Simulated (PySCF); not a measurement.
# Working out the ionisation energy of Si⁺

Si⁺ [Ne] 3s2 3p1 (2P) → Si²⁺ [Ne] 3s2 (1S). Computed with PySCF 2.14 in aug-cc-pV(D+d)Z (5s4p3d, 32 functions), with no relativity, point nucleus. Frozen: [Ne]. Energies in hartree (1 hartree = 27.21139 eV):

| part | Si⁺ (lower) | Si²⁺ (upper) |
| --- | --- | --- |
| UHF | -288.569999 | -287.988390 |
| CCSD correlation | -0.054487 | -0.043785 |
| (T) | -0.000721 | 0.000000 |

Q: What does Hartree-Fock give?

A: (-287.988390) − (-288.569999) = 0.581609 hartree = 15.826 eV.

Q: What do CCSD and CCSD(T) give?

A: The CCSD correlation energies differ by 0.010702 hartree = 0.291 eV and the triples by 0.000721 hartree = 0.020 eV, so CCSD gives 16.117 eV and CCSD(T) 16.137 eV.

Measured between the centres of the two terms (NIST): 16.322 eV, so CCSD(T) (valence) is off by -0.185 eV.

What remains against the reference includes basis incompleteness, the frozen core and higher excitations.
